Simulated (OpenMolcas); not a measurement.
Cd I: effect of the active space

```yaml
Program: OpenMolcas
Method: XMS-CASPT2 or its RAS form, IPEA 0.25 Eh, imaginary shift 0.1 Eh
Basis: ANO-RCC-VTZP
Scalar_Hamiltonian: DKH2, point nucleus
Spin-orbit_coupling: state interaction with AMFI integrals over the reference wave functions, term energies averaged over their components
```

A. 2 electrons in 4 orbitals (5s 5p); 2S+1 = 3 even, 3 roots; 2S+1 = 1 even, 1 root; 2S+1 = 3 odd, 3 roots; 2S+1 = 1 odd, 3 roots; closed shells correlated: 4d; CASPT2 step about 1.9 core-seconds
B. 2 electrons in 8 orbitals (5s 5p 6s 6p); 2S+1 = 3 even, 3 roots; 2S+1 = 1 even, 1 root; 2S+1 = 3 odd, 3 roots; 2S+1 = 1 odd, 3 roots; closed shells correlated: 4d; CASPT2 step about 3 core-seconds
C. 2 electrons in 9 orbitals (RAS2 5s 5p; RAS3 5d, at most 2 electrons); 2S+1 = 3 even, 3 roots; 2S+1 = 1 even, 6 roots; 2S+1 = 3 odd, 3 roots; 2S+1 = 1 odd, 3 roots; closed shells correlated: 4d; CASPT2 step of the order of 6 core-seconds

Energies in cm⁻¹ above 5s² ¹S₀, the measured ground level; measured values from NIST Handbook of Basic Atomic Spectroscopic Data.

```
     Level      A      B      C  Measured
   5s² ¹S₀    0.0    0.0    0.0       0.0
5s 5p ³P°₀  29340  29300  29060     30114
5s 5p ³P°₁  29790  29760  29520     30656
5s 5p ³P°₂  30750  30720  30490     31827
5s 5p ¹P°₁  45180  44920  44330     43692
```

Deviations, from unrounded energies. A percentage is the sum of absolute deviations over the sum of measured energies, with the sign that they share, or ± where signs differ.

```tsv
Against measurement	Levels	A	B	C
mean absolute deviation (cm-1)	4	1000	1000	1000
other configurations (%)	4	±3.1	±3.0	±3.1
```

A, B, C lie about equally close to measurement. The largest miss of B in the table is 5s 5p ¹P°₁, by +1200 cm-1. The ranking rests on the paired levels alone, and a cruder setting can come out closer through cancelling errors.

Among A to C the level of the table that moves most is 5s 5p ¹P°₁, by 850 cm-1 (lowest in C, highest in A). Moves below CASPT2's spread within the term are not significant.

Term energies are means over components that CASPT2 splits; among the terms shown or strongly mixed into the levels shown the widest spread is 96 cm-1 (5s 5p ¹P°, A). Active for correlation alone: 6p 6s; no level in the range computed is led by a configuration that fills them, so any true level of that kind is missing (holds for B). Active for correlation alone: 5d; no level in the range computed is led by a configuration that fills it, so any true level of that kind is missing (holds for C). Computed and measured levels are paired by configuration, term and J; levels that our copy of the source lacks, or whose pairing is in doubt (as where it misses far off the trend of its configuration), stay unpaired and out of the deviations. Only configurations of the active space appear. Levels that lie high or do not pair safely by name in every column are left out.

° marks odd parity.
